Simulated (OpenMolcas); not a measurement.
Fe3+: ligand-field states by method

Fe3+ with its 6 nearest fluoride ions at 1.966 Å, on the Mg site of KMgF3 (a = 3.973 Å, distance in the model lattice 1.986 Å). The rest of the host is ab initio model potentials to 7.6 Å, with orthogonalisation functions on the cations behind the ligands, and point charges beyond; the distance is set by hand and nothing relaxes, and no local charge compensation is placed. Ligand basis ANO-RCC-VDZP.

```yaml
Program: OpenMolcas 26.06
Basis: ANO-RCC-VTZP [6s5p3d2f1g]
Scalar_Hamiltonian: DKH2, point nucleus
Active_space: 5 electrons in 5 orbitals (3d)
State_averaging: 2S+1 = 6 even, 1 root; 2S+1 = 4 even, 24 roots; 2S+1 = 2 even, 75 roots
Spin-orbit_coupling: state interaction with AMFI integrals over the reference wave functions
```

I. CASSCF
II. SS-CASPT2, IPEA 0.25 Eh, imaginary shift 0.1 Eh (closed shells correlated: 3s 3p and the ligand valence shells)

Spin-free states (labels of O, the rotations of Oh) in cm-1, each column counted from its own energy of the first state listed:

```
State  Degeneracy      I     II
  6A1           1      0      0
  4T1           3  27266  18820
  4T2           3  32525  22990
  4A1           1  34601  27250
   4E           2  34849  27210
  2T2           3  36388  21780
  4T2           3  40846  30110
  2A2           1  43033  29370
   4E           2  43083  32900
  2T1           3  43107  30560
  2T2           3  44903  32000
  4T1           3  46777  41460
   2E           2  46795  33610
  2A1           1  49097  38300
  2T2           3  52089  39610
   2E           2  52501  38560
  2T1           3  53334  37830
  2T2           3  57106  42370
  4A2           1  57547  44480
  4T1           3  59419  48590
```

From I to II, I's first state of another spin (4T1) moves from 27266 to 18820 cm-1, by about -8400 cm-1.

I: A least-squares ligand-field fit to the states below 45000 cm-1, each weighted by its degeneracy and with a free common offset, gives 10Dq = 10440 cm-1, B = 1217 cm-1 and C = 4489 cm-1 (C/B = 3.69), with an rms deviation of 112 cm-1. The same method and metal basis give the free ion B = 1296 cm-1 (fit to its terms below 60000 cm-1, rms deviation 21 cm-1), so the nephelauxetic ratio is β = 1217 / 1296 = 0.94; it hangs on how both fits weigh the states, and computed free-ion B values tend to be too large, so β mixes covalency with correlation.

χT at 300 K: I 4.39, II 4.38 cm3 K/mol.

Roots that are degenerate in the reference are averaged as groups; the widest CASPT2 spread within a group is 240 cm-1 (the 3-fold group of multiplicity 2 near 46300 cm-1 above the lowest state of its run, II). Shifts and gaps below about the spread of the groups concerned are not significant. Over all roots computed the reference weight is 0.71 to 0.74 in II; a low but even weight reflects the number of correlated electrons. Ligand-to-metal charge-transfer states are missing. With no ligand orbital active B as a rule stays too high, so bands that hang on it stand too high and its fall with covalency is understated. Without dynamic correlation the repulsion within the d shell is too large (B by tens of per cent), so at a given field states of lower spin stand too high (holds for I). With metal d orbitals alone and no dynamic correlation 10Dq can be off by a tenth to a fifth, either way, in oxide and fluoride hosts (holds for I). These CASPT2 states fit no ligand-field parameters well, so their order and spin gaps are uncertain (holds for II). With one d shell and no ligand orbital active, 10Dq can be off by a tenth or more (holds for II). Free-ion shares, where given, are those of the reference states; single-state CASPT2 does not remix them (holds for II). No measured value stands beside these numbers; the geometry was set by hand and not optimised.
